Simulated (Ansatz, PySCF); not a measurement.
Process, species as SMILES: Cl[SiH2][SiH2]Cl + 3 [H][H] (H2) -> 2 Cl (HCl) + 2 [SiH4] (SiH4)
Each molecule is optimised on its own at B3LYP-D3(BJ)/def2-TZVP (Ansatz, a program for electronic structure), one conformer each, not searched for the lowest.

Wanted: energy of full hydrogenation (0 K, with B3LYP-D3(BJ) harmonic zero-point energies from PySCF), in kcal/mol. Valence correlation only, unless marked. Spin-orbit coupling is left out. Non-relativistic. CBS(X,Y): correlation extrapolated as X^-3; Hartree-Fock from the larger set.

| level | program | energy of full hydrogenation (kcal/mol) |
|---|---|---|
| SVWN5/def2-TZVPD | Ansatz | 33.3 |
| LC-wPBE-D3(BJ)/def2-TZVPD | Ansatz + dftd3 | 33.9 |
| B2GP-PLYP-D4/def2-TZVPD | Ansatz + dftd4 | 34.1 |
| B2PLYP-D4/def2-TZVPD | Ansatz + dftd4 | 34.0 |

**Question.** What does CCSD(T)/CBS(cc-pV(T+d)Z,cc-pV(Q+d)Z) (Ansatz) give?

**Answer.** 35.0 kcal/mol
